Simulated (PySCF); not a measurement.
Predicted microwave data (PBE0-D3(BJ)/def2-SVP geometry optimisation, gas phase (PySCF)) for one isomer of C2H11BN2:

| Quantity | Value |
| --- | --- |
| Rotational constants | A = 6241, B = 3858, C = 2874 MHz |
| Dipole components | \|μa\| = 1.57 D, \|μb\| = 3.86 D, \|μc\| = 1.83 D |
| Inertial defect | -36.15 u·Å² |
| κ | -0.42 |

**Question.** Which candidate fits, each taken in the one conformer that was computed?
A. `[NH2:1][CH2:2][CH2:3][BH2-:4][NH3+:5]` with H–N1–C2–C3 52° and 171°, N1–C2–C3–B4 38°, C2–C3–B4–N5 25°
B. `[BH3-:1][NH2+:2][CH2:3][CH2:4][NH2:5]` with B1–N2–C3–C4 -174°, N2–C3–C4–N5 59°, C3–C4–N5–H -72° and 53°
C. `[CH3:1][CH2:2][B@H-:3]([NH2:4])[NH3+:5]` with C1–C2–B3–N4 172°, C2–B3–N4–H 4° and 131°
D. `[CH3:1][NH+:2]([CH3:3])[BH2-:4][NH2:5]` with C1–N2–B4–N5 58°, N2–B4–N5–H 114° and -118°

**Answer.** A. It is NCC[BH2-][NH3+], an asymmetric top, point group C1. The candidates at the same level (rigid rotor, commonest isotopes):

```json
{"SMILES": "[BH3-][NH2+]CCN", "A (MHz)": "11525", "B (MHz)": "2381", "C (MHz)": "2184", "μa (D)": "4.71", "μb (D)": "0.26", "μc (D)": "1.34", "Δ (u·Å²)": "-24.67", "point group": "C1", "rotor": "near-prolate asymmetric top"}
{"SMILES": "CC[B@H-](N)[NH3+]", "A (MHz)": "6748", "B (MHz)": "3171", "C (MHz)": "2389", "μa (D)": "0.67", "μb (D)": "3.24", "μc (D)": "1.24", "Δ (u·Å²)": "-22.79", "point group": "C1", "rotor": "asymmetric top"}
{"SMILES": "C[NH+](C)[BH2-]N", "A (MHz)": "7722", "B (MHz)": "3327", "C (MHz)": "2593", "μa (D)": "2.67", "μb (D)": "1.76", "μc (D)": "1.51", "Δ (u·Å²)": "-22.48", "point group": "C1", "rotor": "asymmetric top"}
{"SMILES": "NCC[BH2-][NH3+]", "A (MHz)": "6241", "B (MHz)": "3858", "C (MHz)": "2874", "μa (D)": "1.57", "μb (D)": "3.86", "μc (D)": "1.83", "Δ (u·Å²)": "-36.15", "point group": "C1", "rotor": "asymmetric top"}
```

`[BH3-][NH2+]CCN` has A 85 % too high; `CC[B@H-](N)[NH3+]` has B 18 % too low; `C[NH+](C)[BH2-]N` has A 24 % too high. No structure here is proved a minimum.
